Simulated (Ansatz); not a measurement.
Relaxation of ClF₂H₃NOTa (9 atoms, charge 0, multiplicity 1), to a largest force component of 0.02 eV/Å in at most 40 steps.

Theory: RHF/def2-SVP (Ansatz 0.2.0).

```xyz
9
Properties=species:S:1:pos:R:3:forces:R:3
Ta 0.000 0.000 0.000 0.99 0.08 1.80
O 2.020 0.000 0.000 -2.64 -1.84 2.16
H 2.357 -0.531 0.790 -0.66 1.81 -2.25
N 0.000 0.000 2.160 -0.07 -0.34 -2.23
H -0.246 -0.884 2.690 0.53 2.42 -0.56
H 0.246 0.884 2.690 -0.68 -2.40 -0.57
F 0.000 0.000 -1.930 -0.04 0.01 1.57
Cl -1.235 2.139 0.000 1.21 -1.78 -0.08
F -0.965 -1.671 0.000 1.36 2.03 0.16
```

Where does it end, and by what steps?

It converged. After 16 steps the energy has fallen by 1.754 eV; Cl8 moved furthest, 1.29 Å.

```tsv
step	energy less start (eV)	largest force component (eV/Å)	accepted
0	0.0000	2.640	yes
1	-0.9776	2.570	yes
2	-1.2485	1.822	yes
3	-1.3265	1.311	yes
4	-1.3799	0.798	yes
5	-1.4168	0.923	yes
6	-1.4669	0.605	yes
7	-1.5455	0.737	yes
8	-1.6140	0.724	yes
9	-1.6774	0.888	yes
10	-1.7425	0.448	yes
11	-1.7487	0.336	yes
12	-1.7521	0.082	yes
13	-1.7538	0.041	yes
14	-1.7541	0.033	yes
15	-1.7541	0.041	yes
16	-1.7542	0.008	yes
```

```xyz
9
Properties=species:S:1:pos:R:3
Ta 0.162 -0.057 0.166
O 1.998 -0.113 -0.090
H 2.921 -0.026 0.083
N -0.507 -0.045 2.009
H -0.735 -0.893 2.497
H -0.699 0.773 2.557
F -0.954 -0.093 -1.344
Cl 0.027 2.322 0.225
F -0.036 -1.931 0.297
```

Whether the end is a true minimum wasn't checked by a vibrational analysis.

Time of the run: 48 s on 2 threads of Arm Neoverse V1 (shared host), peak memory 0.28 GiB.
